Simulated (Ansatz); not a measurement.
Mulliken charges of `[OH][Ti]([F])([F])[Br]` from PBE/def2-TZVPP in Ansatz (PBE0-D4/def2-TZVP geometry).

```csv
atom,x (Å),y (Å),z (Å),charge (e)
O1,-0.275,-0.033,1.341,-0.407
Ti2,0.197,-0.171,-0.345,0.983
F3,-1.109,-0.879,-1.259,-0.310
F4,1.623,-1.171,-0.454,-0.309
Br5,0.631,1.969,-1.211,-0.164
H6,-1.025,0.220,1.881,0.207
```

Task: By hand: the dipole of these point charges (1 e Å = 4.8032 D).

Result: Σ q r = (-0.168, 0.202, 0.234) e Å, of length 0.352 e Å = 1.69 D.

Task: How does the dipole of the full density compare? (Estimate.)

Result: Ansatz gave: (-0.312, 0.077, 0.389) e Å, 2.42 D; the point charges give 0.70 times that, at 26° from its direction.

Point charges leave out the atoms' own dipoles, such as those of lone pairs, and Mulliken's split depends on the basis, so the two needn't agree.
